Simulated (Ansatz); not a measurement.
Relaxation of CH5Al2F (9 atoms, charge 0, multiplicity 1), to a largest force component of 0.015 eV/Å in at most 40 steps.

All numbers below come from RKS B3LYP-D4/def2-SVP (Ansatz 0.2.0).

```xyz
9
Properties=species:S:1:pos:R:3:forces:R:3
C -0.197 0.901 -1.773 -0.04 -0.13 0.12
Al -0.131 -0.193 -0.102 -0.77 -1.16 -0.45
Al 0.580 -0.515 2.269 1.00 2.00 -0.08
F 0.622 -1.439 3.649 -0.23 -0.47 0.02
H -0.790 0.366 -2.532 -0.04 -0.15 0.11
H -0.672 1.886 -1.655 -0.01 0.10 0.21
H 0.785 1.091 -2.232 0.20 -0.01 0.13
H -0.823 -1.624 0.018 -0.61 -0.33 -1.19
H 1.326 0.896 2.332 0.48 0.15 1.13
```

**Question.** Where does it end, and by what steps?

**Answer.** The run converged. After 11 steps the energy has fallen by 1.451 eV; H8 moved furthest, 0.65 Å.

```csv
step,energy less start (eV),largest force component (eV/Å),accepted
0,0.0000,1.997,yes
1,-0.7955,0.805,yes
2,-1.2460,0.456,yes
3,-1.3743,0.401,yes
4,-1.4324,0.544,yes
5,-1.4455,0.125,yes
6,-1.4388,0.329,no
7,-1.4500,0.065,yes
8,-1.4497,0.062,no
9,-1.4504,0.019,yes
10,-1.4508,0.023,yes
11,-1.4510,0.006,yes
```

```xyz
9
Properties=species:S:1:pos:R:3
C -0.207 0.784 -1.628
Al -0.361 -0.558 -0.198
Al 0.738 -0.088 2.112
F 0.595 -1.266 3.299
H -0.738 0.508 -2.553
H -0.591 1.764 -1.293
H 0.856 0.952 -1.886
H -1.147 -1.918 -0.468
H 1.556 1.192 2.592
```

Time of the run: 41 s on 1 thread of Arm Neoverse V1 (shared host), peak memory 0.17 GiB.
